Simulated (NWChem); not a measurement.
System: C2H8AlO cation, singlet

Here is an NWChem input.

```
start job
memory heap 200 mb stack 900 mb global 1100 mb
charge 1
geometry units angstroms noautosym nocenter noautoz
  Al     0.000000     0.000000     0.183968
  C      1.856472     0.000498     0.724995
  H      1.931356     0.001516     1.818473
  H      2.393023     0.885807     0.360953
  H      2.392782    -0.885683     0.362645
  C     -1.856472    -0.000498     0.724995
  H     -2.393023    -0.885807     0.360953
  H     -2.392782     0.885683     0.362645
  H     -1.931356    -0.001516     1.818473
  O      0.000000     0.000000    -1.756648
  H      0.797253     0.000591    -2.320489
  H     -0.797253    -0.000591    -2.320489
end
basis spherical
  * library 6-31g*
end
dft
  xc pbe0
  iterations 150
end
property
  efieldgrad
end
task dft property
```

Parts of the log:

```
             Northwest Computational Chemistry Package (NWChem) 7.3.0
             --------------------------------------------------------

                             Geometry "geometry" -> ""
                             -------------------------

 Output coordinates in angstroms (scale by  1.889725989 to convert to a.u.)

  No.       Tag          Charge          X              Y              Z
 ---- ---------------- ---------- -------------- -------------- --------------
    1 Al                  13.0000     0.00000000     0.00000000     0.18396800
    2 C                    6.0000     1.85647200     0.00049800     0.72499500
    3 H                    1.0000     1.93135600     0.00151600     1.81847300
    4 H                    1.0000     2.39302300     0.88580700     0.36095300
    5 H                    1.0000     2.39278200    -0.88568300     0.36264500
    6 C                    6.0000    -1.85647200    -0.00049800     0.72499500
    7 H                    1.0000    -2.39302300    -0.88580700     0.36095300
    8 H                    1.0000    -2.39278200     0.88568300     0.36264500
    9 H                    1.0000    -1.93135600    -0.00151600     1.81847300
   10 O                    8.0000     0.00000000     0.00000000    -1.75664800
   11 H                    1.0000     0.79725300     0.00059100    -2.32048900
   12 H                    1.0000    -0.79725300    -0.00059100    -2.32048900

 Effective nuclear repulsion energy (a.u.)     160.0569496653

                              NWChem Property Module
                              ----------------------

  itol2e modified to match energy
  convergence criterion.

                                 NWChem DFT Module
                                 -----------------

 Summary of "ao basis" -> "ao basis" (spherical)
 ------------------------------------------------------------------------------
       Tag                 Description            Shells   Functions and Types
 ---------------- ------------------------------  ------  ---------------------
 Al                          6-31g*                  8       18   4s3p1d
 C                           6-31g*                  6       14   3s2p1d
 H                           6-31g*                  2        2   2s
 O                           6-31g*                  6       14   3s2p1d

  itol2e modified to match energy
  convergence criterion.

            General Information
            -------------------
          SCF calculation type: DFT
          Wavefunction type:  closed shell.
          No. of atoms     :    12
          No. of electrons :    40
           Alpha electrons :    20
            Beta electrons :    20
          Charge           :     1
          Spin multiplicity:     1
          Use of symmetry is: off; symmetry adaption is: off
          Maximum number of iterations: 150
          AO basis - number of functions:    76
                     number of shells:    42
          Convergence on energy requested:  1.00D-07
          Convergence on density requested:  1.00D-05
          Convergence on gradient requested:  5.00D-04

              XC Information
              --------------
                         PBE0 Method XC Functional
                     Hartree-Fock (Exact) Exchange  0.250
          PerdewBurkeErnzerhof Exchange Functional  0.750
            Perdew 1991 LDA Correlation Functional  1.000 local
           PerdewBurkeErnz. Correlation Functional  1.000 non-local

             Grid Information
             ----------------
          Grid used for XC integration:  fine
          Radial quadrature: Mura-Knowles
          Angular quadrature: Lebedev.
          Tag              B.-S. Rad. Rad. Pts. Rad. Cut. Ang. Pts.
          ---              ---------- --------- --------- ---------
          Al                  1.25      123           8.0       770
          C                   0.70       70          11.0       590
          H                   0.35       60          12.0       590
          O                   0.60       70          11.0       590
          Grid pruning is: on
          Number of quadrature shells:   813
          Spatial weights used:  Erf1

      Superposition of Atomic Density Guess
      -------------------------------------

 Sum of atomic energies:        -395.91937154

 Renormalizing density from      41.00 to     40

      Non-variational initial energy
      ------------------------------

 Total energy =    -391.403377
 1-e energy   =    -840.868846
 2-e energy   =     289.408519
 HOMO         =      -0.624831
 LUMO         =      -0.265537

   convergence    iter        energy       DeltaE   RMS-Dens  Diis-err
 ---------------- ----- ----------------- --------- --------- ---------
 d= 0,ls=0.0,diis     1   -398.0230343273 -5.58D+02  1.46D-02  1.32D+00
 d= 0,ls=0.0,diis     2   -398.0184298899  4.60D-03  7.62D-03  1.30D+00
 d= 0,ls=0.0,diis     3   -398.1495526729 -1.31D-01  1.28D-03  3.42D-02
 d= 0,ls=0.0,diis     4   -398.1522713615 -2.72D-03  4.73D-04  3.70D-03
 d= 0,ls=0.0,diis     5   -398.1527107069 -4.39D-04  1.22D-04  1.02D-04
  Resetting Diis
 d= 0,ls=0.0,diis     6   -398.1527242210 -1.35D-05  2.10D-05  2.72D-06
 d= 0,ls=0.0,diis     7   -398.1527246415 -4.20D-07  2.54D-06  3.21D-08
 d= 0,ls=0.0,diis     8   -398.1527246448 -3.26D-09  9.78D-07  1.04D-08

         Total DFT energy =     -398.152724644774
      One electron energy =     -857.941236696053
           Coulomb energy =      340.301679910418
    Exchange-Corr. energy =      -40.570117524405
 Nuclear repulsion energy =      160.056949665267

 Numeric. integr. density =       40.000002596246

                       DFT Final Molecular Orbital Analysis
                       ------------------------------------

 Vector   18  Occ=2.000000D+00  E=-5.648893D-01
              MO Center= -1.2D-07,  9.0D-10,  9.9D-01, r^2= 5.0D+00
   Bfn.  Coefficient  Atom+Function         Bfn.  Coefficient  Atom+Function
  ----- ------------  ---------------      ----- ------------  ---------------
    23      0.302345   2 C  pz               43     -0.302345   6 C  pz
    33      0.192710   3 H  s                57     -0.192710   9 H  s
    27      0.178840   2 C  pz               47     -0.178840   6 C  pz
    34      0.136451   3 H  s                58     -0.136451   9 H  s
    35     -0.092191   4 H  s                37     -0.092154   5 H  s

[...]

          -----------------------
          Electric field gradient
          -----------------------

 1 a.u. = 0.324123 10**(16) esu/cm**3  ( or statvolts/cm**2 ) = 0.97174 10**(22) v/m**2

 ------------------------------------------------------------
   Atom      X         Y         Z
 ------------------------------------------------------------
    1 Al   0.00000   0.00000   0.34765
 ------------------------------------------------------------

 Electric field gradient in molecular frame (a.u.)
         XX             YY             ZZ             XY             XZ             YZ
 ------------------------------------------------------------------------------------------
        1.257500      -0.885074      -0.372426       0.000670      -0.000000       0.000000

 Principal components (a.u.) and orientation
 of principal axis w.r.t. absolute frame                      Asymmetry parameter eta
 --------------------------------------------------------------------------------------
        1.257500      -0.885074      -0.372426                       0.407672

        1.000000      -0.000313       0.000000
        0.000313       1.000000       0.000000
       -0.000000      -0.000000       1.000000

 ------------------------------------------------------------
   Atom      X         Y         Z
 ------------------------------------------------------------
    2 C    3.50822   0.00094   1.37004
 ------------------------------------------------------------

 Electric field gradient in molecular frame (a.u.)
         XX             YY             ZZ             XY             XZ             YZ
 ------------------------------------------------------------------------------------------
        0.020561      -0.023170       0.002608       0.000004       0.012418       0.000009

 Principal components (a.u.) and orientation
 of principal axis w.r.t. absolute frame                      Asymmetry parameter eta
 --------------------------------------------------------------------------------------
        0.026908      -0.023170      -0.003738                       0.722169

        0.890458       0.000005      -0.455066
        0.000149       1.000000       0.000302
        0.455066      -0.000336       0.890458

 ------------------------------------------------------------
   Atom      X         Y         Z
 ------------------------------------------------------------
    3 H    3.64973   0.00286   3.43642
 ------------------------------------------------------------

 Electric field gradient in molecular frame (a.u.)
         XX             YY             ZZ             XY             XZ             YZ
 ------------------------------------------------------------------------------------------
        0.145608       0.146062      -0.291671      -0.000028      -0.026814      -0.000408

 Principal components (a.u.) and orientation
 of principal axis w.r.t. absolute frame                      Asymmetry parameter eta
 --------------------------------------------------------------------------------------
       -0.293309       0.147246       0.146063                       0.004035

        0.060978       0.998137       0.002230
        0.000930      -0.002291       0.999997
        0.998139      -0.060976      -0.001068

 ------------------------------------------------------------
   Atom      X         Y         Z
 ------------------------------------------------------------
    4 H    4.52216   1.67393   0.68210
 ------------------------------------------------------------

 Electric field gradient in molecular frame (a.u.)
         XX             YY             ZZ             XY             XZ             YZ
 ------------------------------------------------------------------------------------------
        0.045325      -0.140595       0.095270      -0.171334       0.072236       0.120019

 Principal components (a.u.) and orientation
 of principal axis w.r.t. absolute frame                      Asymmetry parameter eta
 --------------------------------------------------------------------------------------
       -0.293089       0.147538       0.145551                       0.006778

        0.481544       0.865342      -0.138919
        0.808079      -0.377015       0.452623
       -0.339299       0.330215       0.880814

 ------------------------------------------------------------
   Atom      X         Y         Z
 ------------------------------------------------------------
    5 H    4.52170  -1.67370   0.68530
 ------------------------------------------------------------

 Electric field gradient in molecular frame (a.u.)
         XX             YY             ZZ             XY             XZ             YZ
 ------------------------------------------------------------------------------------------
        0.045408      -0.141133       0.095724       0.171391       0.071863      -0.119563

 Principal components (a.u.) and orientation
 of principal axis w.r.t. absolute frame                      Asymmetry parameter eta
 --------------------------------------------------------------------------------------
       -0.293042       0.147511       0.145531                       0.006756

       -0.481321       0.865001      -0.141790
        0.808867       0.375982      -0.452074
        0.337734       0.332282       0.880639

 ------------------------------------------------------------
   Atom      X         Y         Z
 ------------------------------------------------------------
    6 C   -3.50822  -0.00094   1.37004
 ------------------------------------------------------------

 Electric field gradient in molecular frame (a.u.)
         XX             YY             ZZ             XY             XZ             YZ
 ------------------------------------------------------------------------------------------
        0.020561      -0.023170       0.002608       0.000004      -0.012418      -0.000009

 Principal components (a.u.) and orientation
 of principal axis w.r.t. absolute frame                      Asymmetry parameter eta
 --------------------------------------------------------------------------------------
        0.026908      -0.023170      -0.003738                       0.722169

        0.890458       0.000005       0.455066
        0.000149       1.000000      -0.000302
       -0.455066       0.000336       0.890458

 ------------------------------------------------------------
   Atom      X         Y         Z
 ------------------------------------------------------------
    7 H   -4.52216  -1.67393   0.68210
 ------------------------------------------------------------

 Electric field gradient in molecular frame (a.u.)
         XX             YY             ZZ             XY             XZ             YZ
 ------------------------------------------------------------------------------------------
        0.045325      -0.140595       0.095270      -0.171334      -0.072236      -0.120019

 Principal components (a.u.) and orientation
 of principal axis w.r.t. absolute frame                      Asymmetry parameter eta
 --------------------------------------------------------------------------------------
       -0.293089       0.147538       0.145551                       0.006778

        0.481544       0.865342       0.138919
        0.808079      -0.377015      -0.452623
        0.339299      -0.330215       0.880814

 ------------------------------------------------------------
   Atom      X         Y         Z
 ------------------------------------------------------------
    8 H   -4.52170   1.67370   0.68530
 ------------------------------------------------------------

 Electric field gradient in molecular frame (a.u.)
         XX             YY             ZZ             XY             XZ             YZ
 ------------------------------------------------------------------------------------------
        0.045408      -0.141133       0.095724       0.171391      -0.071863       0.119563

 Principal components (a.u.) and orientation
 of principal axis w.r.t. absolute frame                      Asymmetry parameter eta
 --------------------------------------------------------------------------------------
       -0.293042       0.147511       0.145531                       0.006756

       -0.481321       0.865001       0.141790
        0.808867       0.375982       0.452074
       -0.337734      -0.332282       0.880639

 ------------------------------------------------------------
   Atom      X         Y         Z
 ------------------------------------------------------------
    9 H   -3.64973  -0.00286   3.43642
 ------------------------------------------------------------

 Electric field gradient in molecular frame (a.u.)
         XX             YY             ZZ             XY             XZ             YZ
 ------------------------------------------------------------------------------------------
        0.145608       0.146062      -0.291671      -0.000028       0.026814       0.000408

 Principal components (a.u.) and orientation
 of principal axis w.r.t. absolute frame                      Asymmetry parameter eta
 --------------------------------------------------------------------------------------
       -0.293309       0.147246       0.146063                       0.004035

       -0.060978       0.998137       0.002230
       -0.000930      -0.002291       0.999997
        0.998139       0.060976       0.001068

[...]
```

Level: PBE0/6-31G* (spherical d). Low-valent species are run as closed-shell singlets; no triplet was tried in these runs. All runs use the structure optimised with B3LYP/6-31G* (spherical d). NWChem prints the field gradient with the sign opposite to the second derivative of the potential.
